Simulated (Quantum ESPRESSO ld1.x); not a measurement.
The aim is the chlorine ion Cl2+ in [Ne] 3s2 3p3. This ld1.x (Quantum ESPRESSO 7.5) run was made with `OMP_NUM_THREADS=1 ld1.x < ld1.in > ld1.out`. Can the result be used? Name any fault.

```
 &input
    zed=17.0,
    iswitch=1,
    rel=1,
    dft='PBESOL',
    config='[Ne] 3s2 3p3',
    verbosity='high',
    noscf=.true.,
    prefix='ld1',
    max_out_wfc=37,
    file_charge='ld1.rho',
 /
```

Output (excerpt):

```
     Program LD1 v.7.5 starts

     --------------------------- All-electron run ----------------------------

     scalar relativistic calculation

     atomic number is 17.00
     dft =PBESOL   lsd =0 sic =0 latt =0  beta=0.20 tr2=1.0E-14
     Exchange-correlation= PBESOL
                           (   1   4  10   8   0   0   0)
     mesh =1931 r(mesh) = 100.16178 a.u. xmin = -8.00 dx = 0.00800
     1 Ry =  13.60569312 eV, c = 137.03599908

     n l     nl                  e(Ry)          e(Ha)          e(eV)
     1 0     1S 1( 2.00)    -290.120534111    -145.060267056  -3947.2909558
     2 0     2S 1( 2.00)     -72.600303780     -36.300151890   -987.7774539
     2 1     2P 1( 6.00)     -72.412230000     -36.206115000   -985.2185797
     3 0     3S 1( 2.00)     -32.235567887     -16.117783944   -438.5872443
     3 1     3P 1( 3.00)     -32.179825781     -16.089912890   -437.8288343
```

Answer. No (ran as typed). The line at issue: noscf=.true.. With noscf the program prints the levels of a bare nucleus, with no screening and no total energy; they are not those of the atom. The sound input gives -459.299 hartree.
